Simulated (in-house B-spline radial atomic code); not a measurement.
Ionisation energies along the 15-electron series, configuration 1s2 2s2 2p6 3s2 3p1/2(2) 3p3/2(1), as differences of self-consistent energies. Dirac energy differences include first-order Breit, QED and recoil terms. NIST's values go from ground level to ground level; the uncertainty of those that are theory runs from under 0.1 % in few-electron ions to several per cent in heavy many-electron ones. Computed with a radial B-spline atomic code at the basis-set limit: Dirac-Hartree-Fock, jj configuration that fills j = l - 1/2 first, finite nuclei.

A number in brackets counts the electrons of a j subshell.

```tsv
ion	configuration after	ionisation energy (eV)	IE/(q+1)² (eV)	-ε less Coulomb ΔSCF (eV)	Breit and QED recoil part (eV)	tabulated value (eV)	computed minus tabulated (eV)
Ti7+	[Ne] 3s2 3p1/2(2)	165.6	2.5868	0.16136	-0.029265	170.5	-4.9
V8+	[Ne] 3s2 3p1/2(2)	200.5	2.4755	0.32477	-0.039209	206	-5.5
Cr9+	[Ne] 3s2 3p1/2(2)	238.6	2.3855	0.54177	-0.050992	244.5	-5.9
Mn10+	[Ne] 3s2 3p1/2(2)	279.7	2.3113	0.5733	-0.064677	286.1	-6.4
Fe11+	[Ne] 3s2 3p1/2(2)	323.8	2.249	0.57406	-0.080483	330.8	-7.0
Co12+	[Ne] 3s2 3p1/2(2)	371.1	2.1958	0.57505	-0.09846	378.5	-7.4
Ni13+	[Ne] 3s2 3p1/2(2)	421.4	2.15	0.57619	-0.1189	429.3	-7.9
Cu14+	[Ne] 3s2 3p1/2(2)	474.8	2.1101	0.57743	-0.14167	483.1	-8.3
Zn15+	[Ne] 3s2 3p1/2(2)	531.2	2.0751	0.57874	-0.16718	540	-8.8
Ga16+	[Ne] 3s2 3p1/2(2)	590.7	2.044	0.58008	-0.19536	599.8	-9.1
Ge17+	[Ne] 3s2 3p1/2(2)	653.3	2.0163	0.58145	-0.22645	662.8	-9.5
As18+	[Ne] 3s2 3p1/2(2)	718.9	1.9914	0.58282	-0.26072	728.9	-10.0
Se19+	[Ne] 3s2 3p1/2(2)	787.6	1.969	0.58419	-0.29807	798	-10.4
Br20+	[Ne] 3s2 3p1/2(2)	859.3	1.9486	0.58555	-0.33894	870	-10.7
Kr21+	[Ne] 3s2 3p1/2(2)	934.2	1.9301	0.58689	-0.38311	945	-10.8
Rb22+	[Ne] 3s2 3p1/2(2)	1012.1	1.9132	0.58822	-0.43105	1024	-11.9
Sr23+	[Ne] 3s2 3p1/2(2)	1093.1	1.8977	0.58953	-0.48269	1105	-11.9
Zr25+	[Ne] 3s2 3p1/2(2)	1264.3	1.8702	0.59208	-0.59803	1277	-12.7
Nb26+	[Ne] 3s2 3p1/2(2)	1354.5	1.858	0.59333	-0.66188	1368	-13.5
Mo27+	[Ne] 3s2 3p1/2(2)	1447.8	1.8467	0.59456	-0.73002	1462	-14.2
Tc28+	[Ne] 3s2 3p1/2(2)	1544.2	1.8362	0.59577	-0.80288	1559	-14.8
Ru29+	[Ne] 3s2 3p1/2(2)	1643.8	1.8264	0.59696	-0.88018	1659	-15.2
Rh30+	[Ne] 3s2 3p1/2(2)	1746.4	1.8173	0.59813	-0.96243	1763	-16.6
```

Task: How far is this level of theory from the measured and semi-empirical values?

Result: Over those 23 rows the differences run from -16.6 to -4.95 eV (mean absolute value 10 eV). The calculation leaves out correlation and, in open shells, the multiplet splittings that an average leaves out.
